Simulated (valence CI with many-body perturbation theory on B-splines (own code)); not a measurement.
## Al VIII: calculated level list

Calculated by valence CI with perturbative core correlation (CI+MBPT): four valence electrons over a frozen Dirac-Fock core [He], a basis of 11 s, 11 p, 10 d, 8 f, 5 g, 2 h functions for each j, with the one-electron correlation potential Σ1, the two-electron term Σ2, the three-electron term Σ3, Breit, model QED; selected CI, second order for the rest, scaled by the run's own slope (own B-spline code, finite nucleus).

No measured levels were compared; by estimate levels hold to about 100 cm⁻¹ or 0.05 % of their energy and the worst to 300 or 400 cm⁻¹, as in measured light ions of charge 2 to 7. Among the levels kept, up to 1500 cm⁻¹ of a level comes from second order outside the variational space, and about a tenth of that is noise between levels of different J, which matters for small intervals.

Levels 91 to 135 of 207, with energies above the lowest level, 2s2 2p2 3P_0. "Leading %" is the weight of the configuration and term that name the level; weights of strongly mixed levels are sums over their largest components and can fall short. In the jj column 3d3/2^4 stands for four electrons in 3d with j = 3/2.

| No. | Configuration | Term | J | E (cm⁻¹) | Leading % | g | Leading jj | Second component |
| --- | --- | --- | --- | --- | --- | --- | --- | --- |
| 91 | 2s 2p2 3d | 3F | 4 | 1646600 | 99 | 1.250 | 2s 2p3/2^2 3d5/2 (32 %) |  |
| 92 | 2s 2p2 3p | 3F° | 2 | 1657800 | 69 | 0.766 | 2s 2p1/2 2p3/2 3p1/2 (67 %) | 27 % 2s 2p2 3p 1D° |
| 93 | 2s 2p2 3p | 3F° | 3 | 1658500 | 98 | 1.083 | 2s 2p1/2 2p3/2 3p3/2 (34 %) |  |
| 94 | 2s 2p2 3s | 3S | 1 | 1658600 | 94 | 1.994 | 2s 2p3/2^2 3s (59 %) |  |
| 95 | 2s 2p2 3p | 3F° | 4 | 1659000 | 98 | 1.250 | 2s 2p1/2 2p3/2 3p3/2 (64 %) |  |
| 96 | 2s 2p2 3p | 1D° | 2 | 1659200 | 65 | 0.900 | 2s 2p1/2 2p3/2 3p3/2 (45 %) | 30 % 2s 2p2 3p 3F° |
| 97 | 2s 2p2 3d | 3D | 1 | 1664700 | 98 | 0.500 | 2s 2p1/2 2p3/2 3d5/2 (62 %) |  |
| 98 | 2s 2p2 3d | 3D | 2 | 1665100 | 98 | 1.167 | 2s 2p3/2^2 3d5/2 (34 %) |  |
| 99 | 2s 2p2 3d | 3D | 3 | 1665800 | 98 | 1.333 | 2s 2p1/2 2p3/2 3d3/2 (34 %) |  |
| 100 | 2s 2p2 3p | 1F° | 3 | 1667700 | 96 | 1.007 | 2s 2p1/2 2p3/2 3p3/2 (52 %) |  |
| 101 | 2s 2p2 3p | 3D° | 1 | 1669100 | 98 | 0.502 | 2s 2p1/2 2p3/2 3p1/2 (37 %) |  |
| 102 | 2s 2p2 3p | 3D° | 2 | 1669300 | 98 | 1.167 | 2s 2p1/2 2p3/2 3p3/2 (41 %) |  |
| 103 | 2s 2p2 3p | 3D° | 3 | 1669500 | 96 | 1.326 | 2s 2p1/2 2p3/2 3p3/2 (50 %) |  |
| 104 | 2s 2p2 3p | 1P° | 1 | 1673500 | 95 | 0.998 | 2s 2p1/2 2p3/2 3p3/2 (46 %) |  |
| 105 | 2s 2p2 3s | 3P | 0 | 1677000 | 49 |  | 2s 2p1/2^2 3s (52 %) | 46 % 2s 2p2 3s 1S |
| 106 | 2s 2p2 3s | 3P | 1 | 1680700 | 92 | 1.497 | 2s 2p1/2 2p3/2 3s (59 %) |  |
| 107 | 2s 2p2 3p | 3P° | 2 | 1681000 | 97 | 1.499 | 2s 2p1/2 2p3/2 3p1/2 (33 %) |  |
| 108 | 2s 2p2 3p | 3P° | 1 | 1681000 | 97 | 1.499 | 2s 2p1/2 2p3/2 3p3/2 (58 %) |  |
| 109 | 2s 2p2 3p | 3P° | 0 | 1681100 | 97 |  | 2s 2p1/2 2p3/2 3p3/2 (69 %) |  |
| 110 | 2s 2p2 3s | 1S | 0 | 1682400 | 49 |  | 2s 2p3/2^2 3s (66 %) | 46 % 2s 2p2 3s 3P |
| 111 | 2s 2p2 3s | 3P | 2 | 1682800 | 95 | 1.500 | 2s 2p3/2^2 3s (56 %) |  |
| 112 | 2s 2p2 3s | 1P | 1 | 1690800 | 92 | 1.009 | 2s 2p3/2^2 3s (46 %) |  |
| 113 | 2s 2p2 3d | 3G | 3 | 1732800 | 97 | 0.752 | 2s 2p1/2 2p3/2 3d3/2 (59 %) |  |
| 114 | 2s 2p2 3d | 3G | 4 | 1732900 | 96 | 1.053 | 2s 2p1/2 2p3/2 3d5/2 (37 %) |  |
| 115 | 2s 2p2 3d | 3G | 5 | 1733000 | 98 | 1.200 | 2s 2p1/2 2p3/2 3d5/2 (63 %) |  |
| 116 | 2s 2p2 3p | 3P° | 0 | 1733100 | 61 |  | 2s 2p1/2^2 3p1/2 (46 %) | 35 % 2s 2p2 3p 1S° |
| 117 | 2s 2p2 3d | 3F | 4 | 1733900 | 96 | 1.246 | 2s 2p1/2 2p3/2 3d5/2 (60 %) |  |
| 118 | 2s 2p2 3d | 3F | 2 | 1734000 | 97 | 0.666 | 2s 2p1/2 2p3/2 3d3/2 (50 %) |  |
| 119 | 2s 2p2 3d | 3F | 3 | 1734000 | 97 | 1.080 | 2s 2p1/2 2p3/2 3d5/2 (34 %) |  |
| 120 | 2s 2p2 3p | 3P° | 1 | 1735600 | 93 | 1.491 | 2s 2p3/2^2 3p1/2 (39 %) |  |
| 121 | 2s 2p2 3p | 1S° | 0 | 1737400 | 63 |  | 2s 2p3/2^2 3p3/2 (31 %) | 34 % 2s 2p2 3p 3P° |
| 122 | 2s 2p2 3p | 3P° | 2 | 1737500 | 94 | 1.493 | 2s 2p3/2^2 3p3/2 (61 %) |  |
| 123 | 2s 2p2 3p | 1P° | 1 | 1741000 | 87 | 0.968 | 2s 2p3/2^2 3p3/2 (34 %) | 8 % 2s 2p2 3p 3D° |
| 124 | 2s 2p2 3d | 3D | 1 | 1742200 | 97 | 0.499 | 2s 2p1/2 2p3/2 3d3/2 (45 %) |  |
| 125 | 2s 2p2 3d | 3D | 2 | 1742200 | 97 | 1.167 | 2s 2p1/2 2p3/2 3d3/2 (32 %) |  |
| 126 | 2s 2p2 3d | 3D | 3 | 1742300 | 96 | 1.328 | 2s 2p1/2 2p3/2 3d5/2 (45 %) |  |
| 127 | 2s 2p2 3d | 1F | 3 | 1742700 | 95 | 1.005 | 2s 2p1/2 2p3/2 3d5/2 (38 %) |  |
| 128 | 2s 2p2 3p | 3D° | 1 | 1748300 | 83 | 0.558 | 2s 2p1/2 2p3/2 3p1/2 (41 %) | 9 % 2s 2p2 3p 1P° |
| 129 | 2s 2p2 3p | 3D° | 2 | 1748800 | 87 | 1.186 | 2s 2p1/2 2p3/2 3p3/2 (39 %) | 5 % 2s 2p2 3p 3P° |
| 130 | 2s 2p2 3d | 1G | 4 | 1750300 | 98 | 1.000 | 2s 2p1/2 2p3/2 3d5/2 (39 %) |  |
| 131 | 2s 2p2 3p | 3D° | 3 | 1750700 | 93 | 1.333 | 2s 2p3/2^2 3p3/2 (51 %) |  |
| 132 | 2s 2p2 3d | 3P | 0 | 1754700 | 96 |  | 2s 2p1/2 2p3/2 3d3/2 (37 %) |  |
| 133 | 2s 2p2 3d | 3P | 1 | 1754800 | 97 | 1.501 | 2s 2p1/2 2p3/2 3d5/2 (33 %) |  |
| 134 | 2s 2p2 3d | 3P | 2 | 1755000 | 96 | 1.500 | 2s 2p1/2 2p3/2 3d5/2 (40 %) |  |
| 135 | 2s 2p2 3p | 3P° | 0 | 1755200 | 88 |  | 2s 2p3/2^2 3p1/2 (34 %) | 7 % 2s2 2p 4s 3P° |

Names give the largest LS component (configuration and term), which can be under half, so a name can repeat, a term be missing and a line seem to break the LS rules; names also repeat where a configuration has a term twice.

Where two levels of one J and parity lie close, their mixing, g and order are uncertain.
